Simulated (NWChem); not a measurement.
**Excited singlets of H2O2Si by symmetry**

```xyz
5

Si    -0.1560     0.6205     0.0000
O     -1.2066    -0.6914     0.0000
H     -0.7626    -1.5648     0.0000
O      1.3117    -0.2396     0.0000
H      2.1068     0.3249     0.0000
```
Charge 0, spin multiplicity 1.

All runs are NWChem calculations. Structure: optimised with PBE/def2-SVP, a minimum by its harmonic frequencies. It is one conformer; others weren't searched.

Basis set: def2-SVPD. Symmetry labels belong to the abelian group Cs used in the runs, with the axes of the coordinates shown. Entries are the lowest vertical excitation energy of each symmetry in eV (for CIS and TDDFT among the lowest few roots); a state of one symmetry need not have the same character in every method. Symmetries that some method's roots don't reach, or where a double excitation leads the EOM-CCSD root, are left out.

The correlated methods keep 7 core orbitals frozen. B3LYP has NWChem's definition, with VWN1-RPA local correlation. The structure started from a generated list of species. Coupled-cluster values serve here as a point of comparison, not as the truth.

```
method          a"    a'
------------  ----  ----
CIS           5.67  7.26
TD-PBE        4.99  5.94
TD-B3LYP      5.14  6.28
TD-CAM-B3LYP  5.20  6.57
EOM-CCSD      5.38  6.79
```
